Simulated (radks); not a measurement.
Q: Cr II, 23 electrons, occupied as [Ar] 3d5. All-electron calculation, Dirac Kohn-Sham, LDA (Slater exchange, Perdew-Wang correlation), spin-unpolarised, spherical densities, point nucleus; open shells are shared between the two j in proportion to 2j + 1. Program: a radial shooting solver on a logarithmic mesh with Libxc functionals. Some entries of the table are withheld. Estimate them.

| orbital | occ. | eigenvalue (Ry) | <1/r> (bohr^-1) | <r> (bohr) |
|---|---|---|---|---|
| 1s1/2 | 2 | -431.6358 | 23.84 | (1) |
| 2s1/2 | 2 | -49.40207 | 5.055 | 0.2937 |
| 2p1/2 | 2 | -42.09814 | 5.003 | 0.2582 |
| 2p3/2 | 4 | -41.46401 | 4.927 | 0.2611 |
| 3s1/2 | 2 | -5.92545 | (2) | 0.9049 |
| 3p1/2 | 2 | -3.90512 | 1.437 | (3) |
| 3p3/2 | 4 | -3.83005 | 1.419 | (4) |
| 3d3/2 | 2 | (5) | 0.9963 | (6) |
| 3d5/2 | 3 | (7) | 0.9915 | (8) |

A: 
(1) 1s1/2 <r> (bohr): 0.06367
(2) 3s1/2 <1/r> (bohr^-1): 1.567
(3) 3p1/2 <r> (bohr): 0.9628
(4) 3p3/2 <r> (bohr): 0.9722
(5) 3d3/2 eigenvalue (Ry): -0.75037
(6) 3d3/2 <r> (bohr): 1.408
(7) 3d5/2 eigenvalue (Ry): -0.74443
(8) 3d5/2 <r> (bohr): 1.415
